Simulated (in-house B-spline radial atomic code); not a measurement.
# The oxygen ion O²⁺: [He] 2s2 2p1 4f1 (an excited or competing configuration)

Computed with an all-electron radial atomic-structure program (B-spline basis): Dirac-Hartree-Fock, average of configuration, Fermi nucleus of rms radius 2.6991 fm.

Screening seen three ways: the hydrogenic charge with the same mean radius, Z_r = [3n² - l(l+1)]/(2<r>), the one with the same energy, Z_e = n√(-2ε), and Slater's rules. Values are occupation-weighted means over j.

```csv
shell,electrons,ε (eV),<r> (bohr),Z_r,Z_e,Slater
1s,2,-630.63,0.1976,7.59,6.81,7.70
2s,2,-83.248,0.9817,6.11,4.95,5.60
2p,1,-72.707,0.9085,5.50,4.62,5.60
4f,1,-7.6598,5.988,3.01,3.00,3.00
```

The least bound orbital is 4f7/2 at -7.66 eV, and it is also the most diffuse (<r> = 5.988 bohr).

Spin-orbit splittings of the orbital energies (j = l + 1/2 above j = l - 1/2 when positive): 2p 0.05607 eV, 4f 7.635e-05 eV.

For the 1s electron the small component carries 0.0782 % of the norm, the zero-frequency Breit interaction raises the level by 0.1766 eV, self-energy by 0.06484 eV, and vacuum polarisation lowers it by 0.00317 eV.
